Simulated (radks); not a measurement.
Problem. The mean radii <r> (bohr) of the occupied orbitals of an atom or ion are listed with their occupations. All-electron calculation, scalar-relativistic Kohn-Sham, PBE, spin-polarised, spherical densities, finite nucleus; Fermi nuclear charge, rms radius of each element as measured or else 0.836 A^(1/3) + 0.57 fm. Program: a radial shooting solver on a logarithmic mesh with Libxc functionals.

orbital  occ.      <r>
1s up       1  0.02274
1s down     1  0.02274
2s up       1  0.09702
2s down     1  0.09702
2p up       3  0.08548
2p down     3  0.08548
3s up       1   0.2546
3s down     1   0.2546
3p up       3   0.2528
3p down     3   0.2528
3d up       5   0.2304
3d down     5   0.2304
4s up       1   0.5603
4s down     1   0.5603
4p up       3   0.5850
4p down     3   0.5852
4d up       5   0.6132
4d down     4   0.6136

Name the element and its charge. Open shells, if any, are filled with parallel spins first.

Solution. Z = 62, samarium, charge +17: Sm17+ in [Kr] 4d9. The 1s radius gives Z: for a bare nucleus <r> = (2 gamma + 1)/(2Z) with gamma = sqrt(1 - (Z/c)^2), 0.02245 bohr for Z = 62, and screening makes it slightly larger (0.02274 here). The occupations add up to 45, and the charge is Z minus that.
